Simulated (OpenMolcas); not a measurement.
Results of a calculation; reference values are marked as such.
Ru3+: input and output

Ru3+ with its 6 nearest fluoride ions at 1.972 Å, on the Ga site of K2NaGaF6 (a = 8.246 Å, distance in the model lattice 1.938 Å). The rest of the host is ab initio model potentials to 7.6 Å, with orthogonalisation functions on the cations behind the ligands, and point charges beyond; the distance is set by hand and nothing relaxes. Ligand basis ANO-RCC-VDZP.

Input, with the lattice sites abridged:

```
&GATEWAY
Basis set
Ru.ANO-RCC-VDZP.
Ru1 0.0 0.0 0.0 Angstrom
End of basis
Basis set
F.ANO-RCC-VDZP.
L1 1.972000 0.000000 0.000000 Angstrom
L2 0.000000 1.972000 0.000000 Angstrom
L3 0.000000 0.000000 1.972000 Angstrom
End of basis
Basis set
Na.EMB-AIMP.Barandiaran.6s3p.1s1p.ECP.K2NaGaF6.
PseudoCharge
* 3 symmetry-unique lattice sites within 7.6 angstrom
End of basis
Basis set
K.EMB-AIMP.Barandiaran.0s.0s.ECP.K2NaGaF6.
PseudoCharge
* 16 symmetry-unique lattice sites within 7.6 angstrom
End of basis
Basis set
Na.EMB-AIMP.Barandiaran.0s.0s.ECP.K2NaGaF6.
PseudoCharge
* 4 symmetry-unique lattice sites within 7.6 angstrom
End of basis
Basis set
F.EMB-AIMP.Barandiaran.0s.0s.ECP.K2NaGaF6.
PseudoCharge
* 39 symmetry-unique lattice sites within 7.6 angstrom
End of basis
Basis set
Ga.EMB-AIMP.Barandiaran.0s.0s.ECP.K2NaGaF6.
PseudoCharge
* 6 symmetry-unique lattice sites within 7.6 angstrom
End of basis
Symmetry
XYZ
AngMom=0.0 0.0 0.0
AMFI
RICD
XField
1521 Angstrom 0
* Evjen-weighted lattice charges
&SEWARD
&RASSCF
FileOrb=start.orb
Symmetry=1
Spin=6
nActEl=5 0 0
Inactive=24 24
Ras2=5 0
CIRoot=1 1 1
SDav=1
CIMx=300
Iter=150 100
PrWF=0.3
OrbListing=Nothing
MaxOrb=0
LevShft=1.0
>>> COPY $Project.JobIph JOB001
&RASSCF
FileOrb=start.orb
Symmetry=1
Spin=4
nActEl=5 0 0
Inactive=24 24
Ras2=5 0
CIRoot=24 24 1
SDav=24
CIMx=300
Iter=150 100
PrWF=0.3
OrbListing=Nothing
MaxOrb=0
LevShft=1.0
>>> COPY $Project.JobIph JOB002
&RASSCF
FileOrb=start.orb
Symmetry=1
Spin=2
nActEl=5 0 0
Inactive=24 24
Ras2=5 0
CIRoot=75 75 1
SDav=75
CIMx=300
Iter=150 100
PrWF=0.3
OrbListing=Nothing
MaxOrb=0
LevShft=1.0
>>> COPY $Project.JobIph JOB003
&RASSI
NrOfJobIphs=3 1 24 75
1
1 2 3 4 5 6 7 8 9 10 11 12 13 14 15 16 17 18 19 20 21 22 23 24
1 2 3 4 5 6 7 8 9 10 11 12 13 14 15 16 17 18 19 20 21 22 23 24 25 26 27
28 29 30 31 32 33 34 35 36 37 38 39 40 41 42 43 44 45 46 47 48 49 50 51
52 53 54 55 56 57 58 59 60 61 62 63 64 65 66 67 68 69 70 71 72 73 74 75
IphNames
JOB001
JOB002
JOB003
EJob
SpinOrbit
DIPRint=1.0
SOCoupling=1000.0
Subsets=2
Property=9
'ANGMOM' 1 'ANGMOM' 2 'ANGMOM' 3 'MLTPL  1' 1 'MLTPL  1' 2 'MLTPL  1' 3
'AMFI' 1 'AMFI' 2 'AMFI' 3
SOProperty=3
'ANGMOM' 1 'ANGMOM' 2 'ANGMOM' 3
```

Launched by
```bash
OMP_NUM_THREADS=1 MOLCAS_MEM=2457 MOLCAS_PROJECT=a pymolcas a.inp > a.log  # once for each step of the input, in one work folder
```

A driver script runs the steps one by one and writes start.orb anew before each from the orbitals found so far.

Output, cut to the results:

```
--- SEWARD ---
Basis set label: RU.ANO-RCC...6S5P3D1F.

      Electronic valence basis set:
      ------------------
      Associated Effective Charge  44.000000 au
      Associated Actual Charge     44.000000 au
      Nuclear Model: Point charge

      Shell  nPrim  nBasis  Cartesian Spherical Contaminant
         s      21       6        X
         p      18       5        X
         d      13       3                 X
         f       6       1                 X
                  Relativistic Douglas-Kroll-Hess integrals:
                    - DKH order of Hamiltonian: 2
                    - DKH order of Properties : 0
                  Atomic mean-field integrals
--- RASSCF ---
Wave function specifications:
      -----------------------------

      Number of closed shell electrons          96
      Number of electrons in active shells       5
      Max number of holes in RAS1 space          0
      Max nr of electrons in RAS3 space          0
      Number of inactive orbitals               48
      Number of active orbitals                  5
      Number of secondary orbitals              98
      Spin quantum number                      2.5
      State symmetry                             1
Orbital specifications:
      -----------------------

      Symmetry species                           1   2
                                                ag  au
      Frozen orbitals                            0   0
      Inactive orbitals                         24  24
      Active orbitals                            5   0
      RAS1 orbitals                              0   0
      RAS2 orbitals                              5   0
      RAS3 orbitals                              0   0
      Secondary orbitals                        46  52
      Deleted orbitals                           0   0
      Number of basis functions                 75  76
      Number of CSFs                             1
      Number of root(s) required                 1
      Iter CI   SX   CI       RASSCF       Energy    max ROT     max BLB   max BLB  Level Ln srch  Step   QN
          iter iter root      energy       change     param      element    value   shift minimum  type update
 Nr of preliminary CI iterations:   1
      Total energies have been shifted. Add                -5000.00 au
        1   1   10    1  -124.78275852    0.00E+00  -8.92E-02   11  38 2 -2.96E-01*  1.06   0.00    SX    NO
        2   1   10    1  -125.62414924   -8.41E-01* -7.80E-02   12  65 2  1.01E-01*  0.76   0.00    SX    NO
        3   1   10    1  -125.73616824   -1.12E-01* -3.24E-02    7  35 2  4.12E-02*  0.64   0.00    SX    NO
        4   1    9    1  -125.75222451   -1.61E-02* -1.61E-02   24  27 1  1.91E-02*  0.62   0.00    SX    NO
        5   1    8    1  -125.75524982   -3.03E-03* -1.27E-02   24  27 1  9.02E-03*  0.61   1.84    LS   YES
        6   1    8    1  -125.75604462   -7.95E-04*  2.42E-03   29  35 1 -4.05E-03*  0.61   1.06    QN   YES
        7   1    8    1  -125.75615668   -1.12E-04* -1.28E-03    8  36 2 -2.23E-03*  0.61   1.25    QN   YES
        8   1    7    1  -125.75617559   -1.89E-05*  2.54E-04   24  37 2 -2.94E-04*  0.61   1.09    QN   YES
        9   1    6    1  -125.75617678   -1.18E-06*  1.44E-04   12  35 2 -1.22E-04*  0.61   1.57    LS   YES
       10   1    6    1  -125.75617697   -1.90E-07* -6.54E-05    9  37 2  1.28E-04*  0.61   1.05    QN   YES
       11   1    5    1  -125.75617712   -1.52E-07* -3.17E-05   12  66 2 -4.24E-05   0.61   1.37    QN   YES
       12   1    5    1  -125.75617714   -1.89E-08*  4.32E-06    7  35 2 -9.40E-06   0.61   1.06    QN   YES
       13   1    4    1  -125.75617714   -2.21E-09   1.33E-06   12  30 1  2.85E-06   0.61   1.02    QN   YES
      Convergence after 13 iterations
       14   1    4    1  -125.75617714   -6.22E-10   1.33E-06   12  30 1  8.59E-07   0.61   1.02    QN   YES
      Natural orbitals and occupation numbers for root  1
      sym 1:   1.000000   1.000000   1.000000   1.000000   1.000000
::    RASSCF root number  1 Total energy:  -5125.75617714
--- RASSCF ---
Wave function specifications:
      -----------------------------

      Number of closed shell electrons          96
      Number of electrons in active shells       5
      Max number of holes in RAS1 space          0
      Max nr of electrons in RAS3 space          0
      Number of inactive orbitals               48
      Number of active orbitals                  5
      Number of secondary orbitals              98
...
--- RASSI ---
SPIN-FREE ENERGIES:
  (Shifted by EMIN (a.u.) =      -5125.8003554707)

 SF State       Relative EMIN(au)   Rel lowest level(eV)    D:o, cm**(-1)

    26             0.0000000000        0.0000000000              0.0000
    27             0.0000000000        0.0000000000              0.0000
    28             0.0000000000        0.0000000000              0.0000
     1             0.0441783284        1.2021535565           9696.0223
     4             0.0484821851        1.3192674647          10640.6097
     2             0.0484821851        1.3192674647          10640.6097
     3             0.0484821851        1.3192674647          10640.6097
     5             0.0755118656        2.0547825398          16572.9389
     6             0.0755118656        2.0547825398          16572.9389
     7             0.0755118656        2.0547825398          16572.9389
    29             0.0985774950        2.6824302905          21635.2594
    30             0.0985774950        2.6824302905          21635.2594
    31             0.0985774950        2.6824302905          21635.2594
    32             0.0991264200        2.6973673011          21755.7345
    33             0.1094335923        2.9778397495          24017.8973
    34             0.1094335923        2.9778397495          24017.8973
    35             0.1094335923        2.9778397495          24017.8973
    36             0.1175289376        3.1981253173          25794.6203
    37             0.1175289376        3.1981253173          25794.6203
    38             0.1420684112        3.8658784116          31180.4122
    39             0.1420684112        3.8658784116          31180.4122
    40             0.1420684112        3.8658784116          31180.4122
     8             0.1501891805        4.0868557996          32962.7150
    41             0.1516456708        4.1264889193          33282.3777
    42             0.1516456708        4.1264889193          33282.3777
...
```

Spin-orbit levels above the lowest (labels of O, the rotations of Oh):

```csv
E (cm-1),Degeneracy,Label,2S+1,g
0.0,2,Γ7,2,2.14 2.14 2.14
1982,4,Γ8,2,
10038,4,Γ8,6 (61 %),
10136,2,Γ7,6 (65 %),2.97 2.97 2.97
12297,4,Γ8,4,
12532,2,Γ6,4,3.01 3.01 3.01
13242,4,Γ8,4 (61 %),
13389,2,Γ7,4 (64 %),2.60 2.60 2.60
17977,2,Γ6,4,2.61 2.61 2.61
18033,4,Γ8,4,
18220,4,Γ8,4,
18268,2,Γ7,4,2.61 2.61 2.61
22703,4,Γ8,2,
23342,2,Γ7,2,2.50 2.50 2.50
23699,2,Γ6,2,0.03 0.03 0.03
25352,2,Γ7,2,1.91 1.91 1.91
25744,4,Γ8,2,
27420,4,Γ8,2,
32397,4,Γ8,2,
32630,2,Γ6,2,1.38 1.38 1.38
```

An orbital triplet at a regular site is open to Jahn-Teller coupling, which can distort the site and quench the lowest spin-orbit gaps and is left out. Without dynamic correlation the repulsion within the d shell is too large (B by tens of per cent), so at a given field states of lower spin stand too high. This shell can be high or low spin here, a state of another spin lies low, and with metal d orbitals alone active their balance is uncertain, so the ground spin may be wrong, although the usual error favours high spin. The least metal-like active orbital is 80 % on the metal (Löwdin) and no ligand orbital is active, so the numbers are rough. With metal d orbitals alone the field can be off either way by tens of per cent. Ligand-to-metal charge-transfer states are missing. With no ligand orbital active B as a rule stays too high, so bands that hang on it stand too high and its fall with covalency is understated. No measured value stands beside these numbers; the geometry was set by hand and not optimised.

The RASSCF and RASSI steps took 46 s on 1 thread of Arm Neoverse V1, with other jobs on the host; the integral step is not counted.
